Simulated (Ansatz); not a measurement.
Calculation: Ansatz (an electronic-structure program) with frozen-core CCSD(T)/def2-TZVPP // PBE0-D4/def2-TZVP. The geometry is that of the parent before the electron was removed.

Ansatz 0.2 input:
```yaml
crystal:
  periodic: [false, false, false]
  atoms:
    - { symbol: O, position_ang: [-1.813087, -0.665724, 0.457988] }
    - { symbol: Si, position_ang: [-0.776958, 0.30261, -0.40785] }
    - { symbol: Al, position_ang: [1.607297, -0.11804, 0.077746] }
    - { symbol: H, position_ang: [-1.607165, -0.805754, 1.38245] }
    - { symbol: H, position_ang: [-1.104201, 0.036632, -1.835735] }
    - { symbol: H, position_ang: [-1.086606, 1.750249, -0.175605] }
    - { symbol: H, position_ang: [2.752085, 0.450139, -0.868563] }
    - { symbol: H, position_ang: [2.028637, -0.950113, 1.369568] }
basis:
  gaussian: { orbitals: def2-TZVPP }
correlation:
  method: ccsd_t
total_charge: 1
magnetization:
  spin_polarized: true
  initial_magnetization: 1
```

Output:

```
Functional definition: HF
1080 factors; integrals over basis functions are off by at most 7.3e-4 eV
mean field evaluation 1: about -16547.4831 eV, gradient 4.2e1 eV
mean field evaluation 2: about -16547.4846 eV, gradient 4.2e1 eV
mean field evaluation 4: about -16554.4906 eV, gradient 3.5e0 eV
mean field evaluation 8: about -16554.6545 eV, gradient 2.0e-1 eV
mean field evaluation 16: about -16550.1651 eV, gradient 3.5e1 eV
mean field evaluation 32: about -16553.9497 eV, gradient 6.6e0 eV
mean field evaluation 64: about -16552.3635 eV, gradient 1.7e-1 eV
mean field evaluation 96: about -16552.3760 eV, gradient 3.0e-1 eV
mean field -16554.65714867 eV, -608.3724290640 hartree, gradient 2.5e-6 eV, S^2 0.767311; 3 other end points of the search recorded, 0 dependent functions left out
determinant -16554.65714867 eV, -608.3724290640 hartree, with singles and doubles -16567.44894202 eV, -608.8425187989 hartree
determinant -16552.93808876 eV, -608.3092547775 hartree, with singles and doubles -16565.67099724 eV, -608.7771805336 hartree
11 core orbitals not correlated
reference -16554.65714867 eV, -608.3724290640 hartree; 9, 8 occupied and 165, 166 virtual orbitals, 1080 factors
second order -11.55537633 eV of doubles, -0.00000000 eV of singles
cycle   1  -12.57688422 eV  change    -1.0e0 eV  update   2.6e-2
cycle   2  -12.60345518 eV  change   -2.7e-2 eV  update   7.0e-3
cycle   3  -12.60439362 eV  change   -9.4e-4 eV  update   3.7e-3
cycle   4  -12.60803497 eV  change   -3.6e-3 eV  update   2.2e-3
cycle   5  -12.60961168 eV  change   -1.6e-3 eV  update   1.5e-3
cycle   6  -12.61023452 eV  change   -6.2e-4 eV  update   8.9e-4
cycle   7  -12.61034153 eV  change   -1.1e-4 eV  update   5.5e-4
cycle   8  -12.61029364 eV  change    4.8e-5 eV  update   2.7e-4
cycle   9  -12.61015080 eV  change    1.4e-4 eV  update   1.5e-4
cycle  10  -12.61009480 eV  change    5.6e-5 eV  update   7.3e-5
cycle  11  -12.61013577 eV  change   -4.1e-5 eV  update   3.6e-5
cycle  12  -12.61013351 eV  change    2.3e-6 eV  update   1.8e-5
perturbative correction -0.43300068 eV, -0.0159124817 hartree
Total energy: -16567.70028287 eV, -608.8517554048 hartree
```

Cost: about 4 core-minutes (a rough figure).
